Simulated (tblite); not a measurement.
Q: What does the GFN2-xTB structure of InChI=1S/C6H6NO/c1-3-6(8)5(2)4-7/h2H,3H2,1H3 look like in three dimensions? (Doublet state.)

A: 
```xyz
14
C6H6NO angstrom
C      2.392    1.620   -0.399
C      1.601    0.590   -0.280
C      2.109   -0.729   -0.402
N      2.529   -1.790   -0.502
C      0.094    0.703   -0.005
O     -0.445    1.764    0.115
C     -0.592   -0.634    0.092
C     -2.083   -0.484    0.365
H      2.277    2.679   -0.354
H     -0.421   -1.174   -0.844
H     -0.107   -1.210    0.886
H     -2.246    0.046    1.300
H     -2.550   -1.463    0.430
H     -2.559    0.081   -0.433
```

Any rigid rotation of these coordinates is as good. Atoms count from 1 in this order. C5 (carbon bonded to 2 C and O) is planar (angles 125.2°, 121.6° and 113.2°, sum 360.0°, 0.00 Å off the plane of its three neighbours). C2 (carbon bonded to 3 C) is planar (angles 123.6°, 120.6° and 115.8°, sum 360.0°, 0.00 Å off the plane of its three neighbours). Of the pairs four or more bonds apart, C3···H10 is among the closest relative to their van der Waals radii: 2.61 Å, 90 % of the sum of Bondi's values. The C–C distances run from 1.304 Å (C1=C2, drawn double) to 1.536 Å (C2–C5, drawn single), a spread of 0.232 Å.

Bonds between heavy atoms (Å): C1=C2 1.304, C2–C3 1.419, C3≡N4 1.145, C2–C5 1.536, C5=O6 1.196, C5–C7 1.505, C7–C8 1.523.

Computed geometry: GFN2-xTB, gas phase. This method treats the open shell by occupation alone, without spin polarisation.

Point group: Cs (every atom within 0.08 Å of its image). Its lowest GFN2-xTB frequency is 15i cm⁻¹, too small to tell a flat minimum from a shallow saddle. Torsions: C1–C2–C5–O6 0°, C2–C5–C7–C8 180°. 3 starts were optimised and ended at 0.00, 0.00 and 7.13 kcal/mol (GFN2-xTB); the lowest of these is shown.

The run took 0.28 s on one thread of an Arm Neoverse V1, on a shared host. That covers the optimisation of the geometry.

One conformer stands for the species.
